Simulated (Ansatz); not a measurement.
Reactions of CH6F2GeSi, SMILES `[CH3][Ge]([F])([F])[SiH3]`.

Isolated molecules relaxed with PBE0-D4/def2-TZVP in Ansatz; ΔE leaves out vibrations. CBS: MP2 limit from def2 TZ/QZ plus the TZ coupled-cluster correction, frozen cores. This one scheme is used for every species, atoms too. DFT in def2-TZVPP. No spin–orbit coupling; open shells (•) take unrestricted orbitals. Spin–orbit coupling would lower the free atoms: a little for C, F, Si; clearly for Ge. Bonds to Br, Ge, Se are less sure, by a few kJ/mol each and by 10 to 20 or more in all where they break to atoms, as the def2 sets lack core-valence functions. Scalar relativity is left out up to krypton. Each species was taken in one conformer, which may not be the lowest.

| reaction | ωB97X-V (eV) | PBE-D4 (eV) | CCSD(T)/CBS(def2) (eV) |
| --- | --- | --- | --- |
| `[CH3][Ge]([F])([F])[SiH3]` + `S[SiH2]Cl` → `[SiH3]S[SiH2]Cl` + `[CH3][GeH]([F])[F]` | -0.48 | -0.39 | -0.51 |
| `[CH3][Ge]([F])([F])[SiH3]` → `[CH3][GeH]([F])[F]` + `[SiH2]` | 2.70 | 2.74 | 2.59 |
| `[CH3][Ge]([F])([F])[SiH3]` + H–F → `[CH3][Ge]([F])([F])[F]` + SiH₄ | -0.71 | -0.48 | -0.60 |
| `[CH3][Ge]([F])([F])[SiH3]` + CH₃NH₂ → `CN[SiH3]` + `[CH3][GeH]([F])[F]` | -0.31 | -0.14 | -0.31 |
| `[CH3][Ge]([F])([F])[SiH3]` + `O[SiH2]S` → `[SiH3]O[SiH2]S` + `[CH3][GeH]([F])[F]` | -0.90 | -0.65 | -0.92 |
| `[CH3][Ge]([F])([F])[SiH3]` + HCl → `[CH3][Ge]([F])([SiH3])[Cl]` + H–F | -0.06 | -0.13 | -0.14 |
| `[CH3][Ge]([F])([F])[SiH3]` → `[CH3][Ge][F]` + `F[SiH3]` | 0.85 | 0.82 | 0.70 |
| `[CH3][Ge]([F])([F])[SiH3]` → C• + 2 F• + Ge• + 6 H• + Si• | 39.23 | 39.20 | 39.15 |
| `[CH3][Ge]([F])([F])[SiH3]` + HBr → `[CH3][Ge]([F])([F])[Br]` + SiH₄ | -0.76 | -0.64 | -0.74 |
| `[CH3][Ge]([F])([F])[SiH3]` + `OC(O)=[Se]` → `OC(=[Se])O[SiH3]` + `[CH3][GeH]([F])[F]` | -0.68 | -0.48 | -0.73 |

Largest T1 diagnostic: 0.016, for `OC(=[Se])O[SiH3]`.
